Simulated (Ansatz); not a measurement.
Program: Ansatz. Geometries: PBE0-D4/def2-TZVP. ΔE: electronic, gas phase. CCSD(T)/CBS is the MP2 limit (def2-TZVPP, def2-QZVPP) plus CCSD(T) − MP2 in def2-TZVPP, frozen cores. Functionals use def2-TZVPP. B3LYP here is the variant with VWN-RPA as its local correlation; programs differ in this. One conformer a species, not always the lowest.

Reaction (redistribution): `CS[SiH](O)F` + `F[SiH]([SiH3])S` → `CS[SiH](F)[SiH3]` + `O[SiH](F)S`

| level | ΔE (kcal/mol) | difference from CCSD(T)/CBS |
| --- | --- | --- |
| PBE-D4 | 0.0 | 0.0 |
| r2SCAN-D4 | 0.1 | 0.1 |
| PBE0-D4 | 0.0 | 0.0 |
| B3LYP-D4 | 0.1 | 0.1 |
| ωB97X-V | 0.1 | 0.1 |
| ωB97M-V | 0.1 | 0.1 |
| B2PLYP | 0.0 | 0.0 |
| PBE | 0.0 | 0.0 |
| r2SCAN | 0.1 | 0.1 |
| PBE0 | 0.0 | 0.0 |
| B3LYP | 0.0 | 0.0 |
| HF/def2-TZVPP | 0.1 | 0.1 |
| MP2/def2-TZVPP | -0.1 | -0.1 |
| SCS-MP2/def2-TZVPP | -0.1 | -0.1 |
| CCSD/def2-TZVPP | 0.0 | 0.0 |
| CCSD(T)/def2-TZVPP | -0.1 | -0.1 |
| HF/def2-QZVPP | 0.1 | 0.1 |
| MP2/def2-QZVPP | -0.1 | -0.1 |
| SCS-MP2/def2-QZVPP | -0.1 | -0.1 |
| HF/CBS(def2) | 0.1 | 0.1 |
| MP2/CBS(def2) | -0.1 | -0.1 |
| CCSD/CBS(def2) | 0.0 | 0.0 |
| CCSD(T)/CBS | 0.0 | 0 |

Largest T1 diagnostic among the species: 0.013.
